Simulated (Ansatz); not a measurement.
Consider the formal exchange of groups at the Si–Sn bond: `C[Si](C)(C)[Sn]([Cl])([Cl])[Cl]` + `C[O][GeH2][CH3]` → `C[O][GeH2][CH2][Si](C)(C)C` + `[Cl][SnH]([Cl])[Cl]`.

Calculated with Ansatz (gas phase, PBE0-D4/def2-TZVP geometries, no zero-point term in ΔE). CCSD(T)/CBS is the MP2 limit (def2-TZVPP, def2-QZVPP) plus CCSD(T) − MP2 in def2-TZVPP, frozen cores. DFT in def2-TZVPP. B3LYP here is the variant with VWN-RPA as its local correlation; programs differ in this. Elements past krypton have def2 core potentials. For Ge, Sn outer-core shells are correlated without core-valence functions, which leaves a few kJ/mol of doubt a bond. Scalar relativity is left out up to krypton. One conformer a species, not always the lowest.

`C[Si](C)(C)[Sn]([Cl])([Cl])[Cl]`:

```xyz
17

C    -1.459   -0.903    1.014
Si   -0.065   -0.343   -0.091
C    -0.537   -0.299   -1.895
C     1.529   -1.257    0.224
Sn    0.401    2.116    0.565
Cl    2.124    3.101   -0.657
Cl   -1.428    3.531    0.270
Cl    1.017    2.392    2.797
H    -2.354   -0.296    0.862
H    -1.712   -1.944    0.791
H    -1.178   -0.841    2.068
H     0.271    0.108   -2.506
H    -1.429    0.310   -2.056
H    -0.750   -1.313   -2.246
H     1.408   -2.313   -0.035
H     1.819   -1.197    1.275
H     2.344   -0.852   -0.380
```

`C[O][GeH2][CH3]`:

```xyz
12

C     0.063    0.129   -2.156
O     0.480    0.389   -0.841
Ge   -0.445   -0.341    0.499
C     0.456    0.249    2.109
H     0.739    0.650   -2.839
H    -0.957    0.490   -2.348
H     0.096   -0.942   -2.398
H    -1.905    0.158    0.403
H    -0.422   -1.876    0.319
H     0.445    1.338    2.158
H    -0.041   -0.150    2.994
H     1.491   -0.094    2.098
```

`C[O][GeH2][CH2][Si](C)(C)C`:

Cartesian coordinates in Å:
```
C -0.247 3.106 0.761
O -0.269 1.971 1.588
Ge -1.601 0.799 1.363
C -1.344 -0.219 -0.276
Si 0.351 -1.011 -0.499
C 0.266 -2.197 -1.950
C 0.814 -1.952 1.053
C 1.632 0.311 -0.839
H -1.181 3.681 0.822
H -0.072 2.852 -0.293
H 0.570 3.754 1.089
H -1.530 -0.089 2.614
H -2.916 1.614 1.327
H -1.567 0.430 -1.129
H -2.107 -1.007 -0.276
H -0.464 -2.991 -1.771
H 1.236 -2.671 -2.125
H -0.022 -1.678 -2.868
H 0.049 -2.687 1.321
H 0.944 -1.278 1.904
H 1.755 -2.490 0.910
H 2.614 -0.138 -1.008
H 1.378 0.896 -1.727
H 1.711 0.994 0.010
```

`[Cl][SnH]([Cl])[Cl]`:

Cartesian coordinates in Å:
```
Cl 1.030 -1.072 -1.681
Sn 0.041 -0.077 0.142
Cl -2.232 -0.113 -0.203
Cl 0.700 2.126 0.164
H 0.462 -0.864 1.579
```

(1) Is it downhill or uphill in electronic energy at CCSD(T)/CBS, and by how much? (An estimate is asked.)

(2) What do these levels give: BLYP-D4, B3LYP-D4, r2SCANh-D4, r2SCAN0-D4, CAM-B3LYP-D4, PBE, BLYP, LC-ωPBE, CCSD/def2-SVP, SCS-MP2/def2-TZVPP, HF/def2-QZVPP, MP2/def2-QZVPP? (Best estimate.)

Largest T1 diagnostic among the species: 0.011.

## Answers

(1) The calculation gave: Uphill: ΔE = +58.5 kJ/mol.

(2) Computed: BLYP-D4 71.6, B3LYP-D4 66.9, r2SCANh-D4 61.9, r2SCAN0-D4 60.0, CAM-B3LYP-D4 58.2, PBE 74.9, BLYP 79.9, LC-ωPBE 55.2, CCSD/def2-SVP 50.6, SCS-MP2/def2-TZVPP 55.5, HF/def2-QZVPP 55.9, MP2/def2-QZVPP 61.2 kJ/mol.

At CCSD(T), def2-SVP lies −8.6 kJ/mol from the extrapolated value and def2-TZVPP −7.6 kJ/mol. Leaving LDA and LC-ωPBE aside and taking each functional with its dispersion term where it has one, the values, not all of them listed here, spread over 19.8 kJ/mol, from B97M-V to BLYP-D4. LDA lies −14.2 kJ/mol from PBE without D4.
